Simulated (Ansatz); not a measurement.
Input and output for C2H3ClNSi (`C[Si](Cl)C#N`) radical.

```yaml
crystal:
  periodic: [false, false, false]
  atoms:
    - {symbol: C, position_ang: [-0.710879, -0.544763, 0.782566]}
    - {symbol: Si, position_ang: [0.598764, 0.648165, 0.225387]}
    - {symbol: Cl, position_ang: [2.483162, -0.092793, 0.512828]}
    - {symbol: C, position_ang: [0.405716, 0.989336, -1.574442]}
    - {symbol: N, position_ang: [0.241656, 1.298352, -2.674345]}
    - {symbol: H, position_ang: [-0.600566, -1.491503, 0.246789]}
    - {symbol: H, position_ang: [-0.626044, -0.731784, 1.854021]}
    - {symbol: H, position_ang: [-1.699710, -0.132011, 0.571397]}
basis:
  gaussian: {orbitals: def2-mTZVPP}
magnetization: {spin_polarized: true, initial_magnetization: 1}
hamiltonian: {xc: {name: B2PLYP}}
```

```sh
$ ansatz run in.yaml --threads 4 --pin off --events-out ev --progress --plain --max-ram 10444MiB
```

Output, abridged:

```
Functional definition: B2PLYP
1200 factors; integrals over basis functions are off by at most 1.2e-3 eV
mean field evaluation 1: about -23991.8431 eV, gradient 3.5e1 eV
mean field evaluation 2: about -23991.8679 eV, gradient 3.5e1 eV
mean field evaluation 4: about -23997.4767 eV, gradient 1.1e1 eV
mean field evaluation 8: about -23998.0064 eV, gradient 5.2e-1 eV
mean field evaluation 16: about -23998.0104 eV, gradient 8.1e-3 eV
mean field -23998.01042877 eV, -881.9106168215 hartree, gradient 5.3e-6 eV, S^2 0.755539; 0 other end points of the search recorded, 0 dependent functions left out
13 core orbitals not correlated: weight in the atoms' cores, before any rotation towards them, 1.000 or more for the frozen orbitals, at most 0.000 for the correlated occupied ones
reference -23998.01059160 eV, -881.9106228056 hartree; 14, 13 occupied and 104, 105 virtual orbitals, 1200 factors
second order -23.29344576 eV of doubles, -0.00000000 eV of singles
Total energy: -24004.29982196 eV, -882.1417477582 hartree
```

It took 3.9 s on 4 threads of an Arm Neoverse V1 on a shared host, with 0.37 GiB of host memory at the peak.
